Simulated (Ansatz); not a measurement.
`Sc1ccc(-c2ccc(-c3ccc(-c4ccc(S)cc4)cc3)cc2)cc1` with charge -1. Charge -1, multiplicity 2. Geometry PBE-D4/def2-SVP, that of the neutral singlet; atoms count from 1.

```xyz
44

S     9.605    1.081    0.969
C     7.861    0.865    0.734
C     7.303    0.219   -0.388
C     5.916    0.083   -0.508
C     5.034    0.578    0.478
C     3.567    0.426    0.345
C     2.937    0.451   -0.920
C     1.553    0.307   -1.046
C     0.726    0.128    0.087
C    -0.740   -0.029   -0.047
C    -1.476   -0.851    0.838
C    -2.859   -1.002    0.709
C    -3.580   -0.339   -0.310
C    -5.045   -0.501   -0.449
C    -5.685   -1.717   -0.120
C    -7.067   -1.878   -0.250
C    -7.868   -0.816   -0.718
S    -9.626   -0.932   -0.918
C    -7.245    0.407   -1.048
C    -5.862    0.554   -0.917
C    -2.844    0.485   -1.194
C    -1.461    0.635   -1.066
C     1.356    0.103    1.353
C     2.740    0.250    1.478
C     5.610    1.221    1.598
C     6.994    1.366    1.728
H     9.989    0.488   -0.195
H     7.959   -0.192   -1.171
H     5.510   -0.449   -1.381
H     3.544    0.606   -1.825
H     1.101    0.314   -2.049
H    -0.948   -1.397    1.634
H    -3.398   -1.637    1.428
H    -5.081   -2.572    0.221
H    -7.528   -2.845    0.003
H    -9.743   -2.213   -0.473
H    -7.853    1.254   -1.402
H    -5.406    1.526   -1.158
H    -3.367    1.004   -2.011
H    -0.926    1.297   -1.763
H     0.744   -0.016    2.260
H     3.195    0.208    2.480
H     4.956    1.645    2.374
H     7.407    1.884    2.607
```

Single mean-field runs in def2-TZVP are fitted with def2-universal-jkfit. The highest occupied level of the charge -1 doublet lies above zero (up to 0.42 eV). By energy differences its removal costs 0.65 eV (vertical, to the charge 0 singlet, at PBE0-D4/def2-TZVP); self-interaction error and the lack of diffuse functions both raise the level.

Problem. Estimate the Mulliken populations of the heavy atoms from the PBE0/def2-TZVP orbitals of Ansatz.

Solution. 
| atom | charge (e) | spin (α − β) |
| --- | --- | --- |
| S1 | -0.24 | 0.01 |
| C2 | 0.17 | 0.11 |
| C3 | -0.22 | -0.03 |
| C4 | -0.24 | 0.07 |
| C5 | 0.13 | 0.01 |
| C6 | 0.17 | 0.12 |
| C7 | -0.22 | 0.01 |
| C8 | -0.23 | 0.04 |
| C9 | 0.15 | 0.08 |
| C10 | 0.15 | 0.08 |
| C11 | -0.23 | 0.04 |
| C12 | -0.22 | 0.01 |
| C13 | 0.17 | 0.12 |
| C14 | 0.13 | 0.01 |
| C15 | -0.24 | 0.07 |
| C16 | -0.22 | -0.03 |
| C17 | 0.17 | 0.11 |
| S18 | -0.24 | 0.01 |
| C19 | -0.19 | -0.03 |
| C20 | -0.23 | 0.07 |
| C21 | -0.22 | 0.01 |
| C22 | -0.23 | 0.04 |
| C23 | -0.23 | 0.04 |
| C24 | -0.22 | 0.01 |
| C25 | -0.23 | 0.07 |
| C26 | -0.19 | -0.03 |
Mulliken values and Mayer orders depend strongly on the basis.

Problem. Where does the spin sit?

Solution. Summed by element: S 0.02, C 1.01, H -0.03, of 1 unpaired in all. Largest on single atoms: C13 0.12, C6 0.12, C17 0.11.

Problem. And the Mayer bond orders between bonded heavy atoms (over 0.3)?

Solution. S1–C2 1.02 (1.77 Å); C2–C3 1.32 (1.41 Å); C2–C26 1.31 (1.41 Å); C3–C4 1.49 (1.40 Å); C4–C5 1.34 (1.41 Å); C5–C6 0.95 (1.48 Å); C5–C25 1.34 (1.41 Å); C6–C7 1.30 (1.41 Å); C6–C24 1.30 (1.41 Å); C7–C8 1.51 (1.40 Å); C8–C9 1.30 (1.41 Å); C9–C10 0.98 (1.48 Å); C9–C23 1.30 (1.41 Å); C10–C11 1.30 (1.41 Å); C10–C22 1.30 (1.41 Å); C11–C12 1.51 (1.40 Å); C12–C13 1.30 (1.41 Å); C13–C14 0.95 (1.48 Å); C13–C21 1.30 (1.41 Å); C14–C15 1.34 (1.41 Å); C14–C20 1.34 (1.41 Å); C15–C16 1.49 (1.40 Å); C16–C17 1.32 (1.41 Å); C17–S18 1.02 (1.77 Å); C17–C19 1.31 (1.41 Å); C19–C20 1.51 (1.40 Å); C21–C22 1.51 (1.40 Å); C23–C24 1.51 (1.40 Å); C25–C26 1.51 (1.40 Å).
